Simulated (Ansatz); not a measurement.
Complex (SMILES): F (HF) with F (HF), atoms 1 to 2 the first; geometry from B3LYP-D3(BJ)/def2-TZVP, monomers rigid:
```xyz
4

F     -0.1109     0.0578    -0.7031
H      0.2570     0.2171     0.1337
F      1.2812     1.5025    -2.5344
H      0.7179     0.9578    -2.0301
```

Basis-set convergence of the counterpoise-corrected interaction energy at PBE with Ansatz (a first-principles code). Cartesian d functions, on some or all atoms, in 6-31G*, 6-31+G*; all else is spherical. No added dispersion term, no relativity. Functions are those of the species that has most. Reference: the value in aug-cc-pV5Z, -4.73 kcal/mol. Deviations are taken from unrounded values.

```tsv
basis	functions	counterpoise-corrected interaction energy (kcal/mol)
6-31G*	34	-5.66
6-31+G*	42	-4.96
cc-pVDZ	38	-5.15
aug-cc-pVDZ	64	-4.61
def2-SVP	38	-5.28
def2-SVPD	62	-4.73
pcseg-1	38	-5.25
aug-pcseg-1	64	-4.68
6-311G**	48	-5.21
6-311+G**	56	-4.76
def2-TZVP	74	-4.95
def2-TZVPD	98	-4.62
cc-pVTZ	88	-4.94
aug-cc-pVTZ	138	-4.65
pcseg-2	88	-4.80
aug-pcseg-2	138	-4.71
def2-TZVPP	90	-4.82
def2-TZVPPD	114	-4.66
cc-pVQZ	170	-4.87
aug-cc-pVQZ	252	-4.72
def2-QZVPP	174	-4.76
def2-QZVPPD	198	-4.72
pcseg-3	186	-4.73
aug-pcseg-3	268	-4.73
cc-pV5Z	292	-4.76
aug-cc-pV5Z	414	-4.73
```

What the diffuse functions change, pair by pair:
- 6-31G* to 6-31+G*: 8 more functions, deviation -0.93 to -0.23 kcal/mol
- cc-pVDZ to aug-cc-pVDZ: 26 more functions, deviation -0.42 to 0.13 kcal/mol
- def2-SVP to def2-SVPD: 24 more functions, deviation -0.54 to 0.00 kcal/mol
- pcseg-1 to aug-pcseg-1: 26 more functions, deviation -0.52 to 0.05 kcal/mol
- 6-311G** to 6-311+G**: 8 more functions, deviation -0.48 to -0.03 kcal/mol
- def2-TZVP to def2-TZVPD: 24 more functions, deviation -0.22 to 0.11 kcal/mol
- cc-pVTZ to aug-cc-pVTZ: 50 more functions, deviation -0.21 to 0.08 kcal/mol
- pcseg-2 to aug-pcseg-2: 50 more functions, deviation -0.07 to 0.02 kcal/mol
- def2-TZVPP to def2-TZVPPD: 24 more functions, deviation -0.09 to 0.07 kcal/mol
- cc-pVQZ to aug-cc-pVQZ: 82 more functions, deviation -0.13 to 0.01 kcal/mol
- def2-QZVPP to def2-QZVPPD: 24 more functions, deviation -0.03 to 0.01 kcal/mol
- pcseg-3 to aug-pcseg-3: 82 more functions, deviation 0.01 to 0.01 kcal/mol
- cc-pV5Z to aug-cc-pV5Z: 122 more functions, deviation -0.03 to 0.00 kcal/mol

Leaving out the reference's own pair, they bring the value nearer the reference by more than 0.01 kcal/mol in 11 of 12 pairs.
